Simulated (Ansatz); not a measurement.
Relaxation of ReO3(NH2) (ReNO3H2) with RKS r2SCAN-D4/def2-SVP.

```sh
$ ansatz run in.yaml --threads 4 --pin off --events-out ev --progress --plain --max-ram 3916MiB
```

```yaml
crystal:
  periodic: [false, false, false]
  atoms:
    - {symbol: Re, position_ang: [0.379520, 0.660250, 0.241130]}
    - {symbol: O, position_ang: [0.319730, 0.601210, 1.906250]}
    - {symbol: O, position_ang: [1.928480, 0.501270, -0.333130]}
    - {symbol: O, position_ang: [-0.520430, 1.927140, -0.345840]}
    - {symbol: N, position_ang: [-0.518770, -0.903310, -0.397120]}
    - {symbol: H, position_ang: [-0.060640, -1.787200, -0.601220]}
    - {symbol: H, position_ang: [-1.527890, -0.999350, -0.470070]}
basis:
  gaussian: {orbitals: def2-SVP}
hamiltonian: {xc: r2scan, dispersion: d4}
scf: {omitted_lower_state_checks: [starts]}
output: {orbitals: {seedname: orbitals}}
relax: {f_tol: 0.02, max_steps: 100}
```

Hardware: 4 threads of Arm Neoverse V2 on a shared host. Wall time 15 s.

Positions (Å) and forces (eV/Å) at steps 1, 2, 3, 4, 5, 6 of 6:

```xyz
7
step=1 energy=-9788.7745 eV
Re    0.380    0.660    0.241   -2.280   -3.731   -0.836
O     0.320    0.601    1.906    0.208    0.411    3.323
O     1.928    0.501   -0.333    3.668    0.192   -1.162
O    -0.520    1.927   -0.346   -1.569    3.211   -1.158
N    -0.519   -0.903   -0.397   -0.132   -0.272   -0.288
H    -0.061   -1.787   -0.601    0.193    0.020    0.052
H    -1.528   -0.999   -0.470   -0.088    0.169    0.070
7
step=2 energy=-9789.1223 eV
Re    0.344    0.604    0.233    0.423    0.765    0.363
O     0.364    0.677    1.953   -0.105   -0.223   -0.467
O     1.971    0.556   -0.316   -0.438   -0.019    0.040
O    -0.492    1.999   -0.324    0.198   -0.430    0.025
N    -0.548   -0.953   -0.436   -0.081   -0.102    0.018
H    -0.079   -1.838   -0.617    0.068   -0.025    0.010
H    -1.560   -1.045   -0.493   -0.065    0.035    0.010
7
step=3 energy=-9789.1353 eV
Re    0.353    0.618    0.230   -0.062   -0.073    0.072
O     0.344    0.636    1.946    0.024    0.032   -0.112
O     1.971    0.560   -0.327   -0.037    0.031    0.019
O    -0.492    1.995   -0.338    0.052   -0.029    0.024
N    -0.544   -0.943   -0.432   -0.009   -0.023   -0.028
H    -0.075   -1.831   -0.599    0.043    0.015    0.013
H    -1.557   -1.034   -0.479   -0.011    0.046    0.012
7
step=4 energy=-9789.1360 eV
Re    0.351    0.615    0.231   -0.004    0.006    0.024
O     0.347    0.638    1.945    0.006    0.003   -0.022
O     1.968    0.563   -0.327   -0.005    0.008    0.003
O    -0.490    1.994   -0.336    0.010   -0.006    0.003
N    -0.545   -0.944   -0.435   -0.027   -0.048   -0.022
H    -0.074   -1.833   -0.596    0.023    0.011    0.009
H    -1.558   -1.033   -0.482   -0.003    0.026    0.005
7
step=5 energy=-9789.1360 eV rejected
Re    0.351    0.615    0.231   -0.022   -0.033   -0.002
O     0.348    0.635    1.945    0.003    0.009   -0.018
O     1.968    0.564   -0.328   -0.004    0.009    0.003
O    -0.492    1.993   -0.335    0.011   -0.002    0.009
N    -0.545   -0.945   -0.438    0.068    0.092    0.022
H    -0.073   -1.833   -0.589    0.043   -0.073   -0.009
H    -1.557   -1.030   -0.485   -0.098   -0.001   -0.006
7
step=6 energy=-9789.1362 eV
Re    0.351    0.615    0.231    0.001    0.001   -0.002
O     0.348    0.637    1.944    0.001   -0.001    0.002
O     1.968    0.564   -0.327    0.000    0.001   -0.001
O    -0.490    1.994   -0.335   -0.001    0.001    0.001
N    -0.545   -0.945   -0.437   -0.002   -0.006   -0.004
H    -0.073   -1.834   -0.593    0.008   -0.002    0.004
H    -1.559   -1.031   -0.483   -0.007    0.007   -0.001
```

In the def2 sets Re takes a core potential; there is no spin–orbit coupling.
